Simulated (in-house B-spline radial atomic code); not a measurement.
Ionisation energies along the 8-electron series, configuration [He] 2s2 2p4, as differences of self-consistent energies. NIST's values go from ground level to ground level; the uncertainty of those that are theory runs from under 0.1 % in few-electron ions to several per cent in heavy many-electron ones. Computed with a radial B-spline atomic code at the basis-set limit: non-relativistic Hartree-Fock, average of the configuration, point nuclei.

This level leaves out relativity, spin-orbit splitting included, which matters for heavy ions.

```tsv
ion	configuration after	ionisation energy (eV)	IE/(q+1)² (eV)	-ε less Coulomb ΔSCF (eV)	tabulated value (eV)	tabulated kind	computed minus tabulated (eV)
Co19+	[He] 2s2 2p3	1607.1	4.0178	2.0832	1606	semi-empirical	1
Ni20+	[He] 2s2 2p3	1759.1	3.989	2.083	1758	semi-empirical	1
Cu21+	[He] 2s2 2p3	1918.0	3.9627	2.0829	1918	semi-empirical	0
Zn22+	[He] 2s2 2p3	2083.6	3.9387	2.0827	2085	semi-empirical	-1
Ga23+	[He] 2s2 2p3	2256.0	3.9167	2.0826	2258	semi-empirical	-2
Ge24+	[He] 2s2 2p3	2435.2	3.8964	2.0825	2439	semi-empirical	-4
As25+	[He] 2s2 2p3	2621.3	3.8776	2.0824	2626	semi-empirical	-5
Se26+	[He] 2s2 2p3	2814.1	3.8602	2.0823	2820	semi-empirical	-6
Br27+	[He] 2s2 2p3	3013.7	3.8441	2.0823	3021	semi-empirical	-7
Kr28+	[He] 2s2 2p3	3220.2	3.829	2.0822	3228	semi-empirical	-8
Rb29+	[He] 2s2 2p3	3433.4	3.8149	2.0822	3443	semi-empirical	-10
Sr30+	[He] 2s2 2p3	3653.5	3.8018	2.0821	3664	semi-empirical	-10
Zr32+	[He] 2s2 2p3	4114.0	3.7778	2.0821	4127	semi-empirical	-13
Nb33+	[He] 2s2 2p3	4354.5	3.7669	2.082	4369	semi-empirical	-15
Mo34+	[He] 2s2 2p3	4601.8	3.7565	2.082	4618	semi-empirical	-16
Tc35+	[He] 2s2 2p3	4855.8	3.7468	2.082	4874	semi-empirical	-18
Ru36+	[He] 2s2 2p3	5116.7	3.7376	2.082	5136	semi-empirical	-19
Rh37+	[He] 2s2 2p3	5384.4	3.7288	2.082	5406	semi-empirical	-22
Pd38+	[He] 2s2 2p3	5658.9	3.7205	2.082	5683	semi-empirical	-24
```

Task: How far is this level of theory from the measured and semi-empirical values?

Result: Over those 19 rows the differences run from -24.1 to +1.14 eV (mean absolute value 9.6 eV). The calculation leaves out relativity, correlation and, in open shells, the multiplet splittings that an average leaves out.
